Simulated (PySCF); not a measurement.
**C$_{5}$H$_{3}$NOS: full NMR table**

```
Formula                 : C5H3NOS
SMILES                  : N#CSc1ccoc1
Degrees of unsaturation : 5
Carbon signals          : 5
Proton signals          : 3
```

Mapped SMILES: `[N:1]#[C:2][S:3][c:4]1[cH:5][cH:6][o:7][cH:8]1`. Hydrogens are named by the atom that carries them.

Gas phase, a single conformation, non-relativistic. NMR shieldings at B97-2/pcSseg-2/GIAO; coordinates at the PBE0-D3(BJ)/def2-TZVP level; PySCF 2.14.0 with density-fitted response routines.

Shifts are taken against calculated references (same method and geometry level): ¹H, ¹³C vs TMS; ¹⁵N against NH3; ¹⁷O against H2O; ³³S vs CS2.

| carbon | δC, type | δH (multiplicity) | HMBC from (2–3 bonds) | span of the C tensor (ppm) |
| --- | --- | --- | --- | --- |
| C2 | 115.0, C | – | – | 336 |
| C4 | 117.9, C | – | H(C8), H(C6), H(C5) | 144 |
| C5 | 115.0, CH | 6.44 (m) | H(C8), H(C6) | 173 |
| C6 | 151.4, CH | 7.62 (m) | H(C8), H(C5) | 147 |
| C8 | 145.6, CH | 7.70 (m) | H(C6), H(C5) | 134 |

Other nuclei:
| atoms | nucleus | environment | δ (ppm) | σ (ppm) |
| --- | --- | --- | --- | --- |
| N1 | ¹⁵N | nitrile nitrogen | 337.3 | -75.5 |
| O7 | ¹⁷O | aromatic ring oxygen | 301.3 | 26.3 |
| S3 | ³³S | sulfide sulfur | -3 | 519.7 |

Carbon types of the structure: 2 × C, 3 × CH, which accounts for all hydrogens. δC 151.4, 145.6: aromatic CH next to the ring oxygen. δC 117.9: aromatic carbon bearing sulfur. δC 115.0: aromatic CH. δC 115.0: nitrile carbon; this is the usual window of a C≡N carbon, which has no attached hydrogen. δH 7.70, 7.62: hydrogen on an aromatic CH next to the ring oxygen; ring-current deshielding.

Shifts are as computed. Against solution values, carbons near 30 ppm lie about +3 ppm off and those near 130 ppm about +7 ppm; carbons on S a further +4 ppm. Of 1211 compounds with measured shifts, 218 miss one by over three times the rms of a fit or turn the order of signals round; such compounds aren't used in these exercises. Unscaled 17O shifts of doubly bonded oxygen tend to come out too high, by tens of ppm or more. Experimental scales use liquid or dissolved standards, which lie at an offset from isolated NH3 (liquid NH3: subtract about 20 ppm) and H2O (liquid H2O: subtract about 36 ppm). Unscaled 15N shifts of sp2 nitrogen come out 20 to 40 ppm too high even then. Multiplicities follow the n + 1 count of equivalent neighbours, as no J values were calculated; m marks all less simple cases, F and P coupling included.
